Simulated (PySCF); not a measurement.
## Basis and Hamiltonian dependence of the excitation energy of W²⁺

W²⁺ [Xe] 4f14 5d4 (5D) → W²⁺ [Xe] 4f14 5d3 6s1 (5F). Calculated with PySCF 2.14 from differences of total energies of unrestricted determinants, without spin-orbit coupling. Values in eV.

```
                                                                               basis    Hamiltonian  functions    UHF    PBE   PBE0  MP2 (valence)  CCSD(T) (valence)  CCSD(T) (valence and next inner shell)
                                                        aug-cc-pVDZ-PP with ECP60MDF            ECP         54  1.369  1.225  1.376          1.445              1.440                                     n/a
                             def2-TZVPPD with the def2 core potential (60 electrons)            ECP         59  1.289  1.163  1.313          1.407              1.403                                   1.242
                                                      aug-cc-pwCVDZ-PP with ECP60MDF            ECP         70  1.298  1.196  1.341          1.408              1.405                                   1.151
                             def2-QZVPPD with the def2 core potential (60 electrons)            ECP         84  1.259  1.110  1.265          1.385              1.378                                   1.226
                                                        aug-cc-pVTZ-PP with ECP60MDF            ECP         88  1.269  1.144  1.293          1.377              1.371                                     n/a
                                                                        x2c-TZVPPall  spin-free X2C         97  1.337  1.109  1.294          1.838              1.886                                     n/a
                                                                        ANO-RCC-VTZP  spin-free X2C        104  1.362  1.076  1.274          1.456              1.454                                     n/a
                   x2c-TZVPPall with one added diffuse shell each of s, p, d, f type  spin-free X2C        113  1.328  1.091  1.277          1.821              1.867                                     n/a
aug-cc-pVTZ-PP with one added diffuse shell each of s, p, d, f, g type with ECP60MDF            ECP        113  1.270  1.144  1.293          1.377                n/a                                     n/a
                                                        aug-cc-pVQZ-PP with ECP60MDF            ECP        135  1.268  1.142  1.292          1.390                n/a                                     n/a
                                                                              ANO-R3  spin-free X2C        137  1.313    n/a    n/a            n/a                n/a                                     n/a
                                                                        x2c-QZVPPall  spin-free X2C        144  1.292    n/a    n/a            n/a                n/a                                     n/a
```

Estimate the row for aug-cc-pwCVTZ-PP with ECP60MDF (ECP, 122 functions).

From the rows with the same Hamiltonian and similar size; the calculation gives UHF 1.27; PBE 1.15; PBE0 1.29; MP2 (valence) 1.39 (eV).

Frozen in the all-electron rows: valence and next inner shell: [Kr] 4d10 4f14; valence: [Xe] 4f14; with a core potential, the same shells as far as they lie outside it.
